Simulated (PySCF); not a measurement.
Species: C₆H₈FNSi.
SMILES: `Fc1cccnc1C[SiH3]`

A PySCF run (density fitting, gas phase, GFN2-xTB geometry) gave HOMO -7.22 eV, LUMO -1.03 eV, dipole 1.40 D and E = -676.621 Eh.

Problem. Which of these levels was it?
A. PBE0/def2-SVPD
B. B97-D/pcSseg-0
C. PBE/ANO-RCC-VDZP
D. HCTH407/def2-SVPD

Solution. A. It is PBE0/def2-SVPD. All candidates on this geometry:

```
               level and settings           kind  basis functions  SCF cycles     E (Eh)  HOMO (eV)  LUMO (eV)  dipole (D)
                   B97-D/pcSseg-0            GGA              101          15  -676.0417      -5.73      -1.76        1.57
                HCTH407/def2-SVPD            GGA              251          15  -677.1520      -6.25      -2.05        1.34
PBE/ANO-RCC-VDZP, start guess sap            GGA              170          20  -676.9120      -5.90      -1.69        1.33
                   PBE0/def2-SVPD  global hybrid              251          14  -676.6210      -7.22      -1.03        1.40
```

The nearest other candidate, by the summed differences of HOMO and LUMO, is PBE/ANO-RCC-VDZP: its HOMO differs by +1.32 eV and its LUMO by -0.66 eV. B97-D ran without the empirical dispersion term, which would shift the total energy alone. Cycle counts include a coarse-grid stage where the run had one. ANO-RCC sets were contracted for a scalar-relativistic Hamiltonian, but ran non-relativistically here.

Shape of the structure used: `[F:1][c:2]1[cH:3][cH:4][cH:5][n:6][c:7]1[CH2:8][SiH3:9]`: N6–C7–C8–Si9 95°.
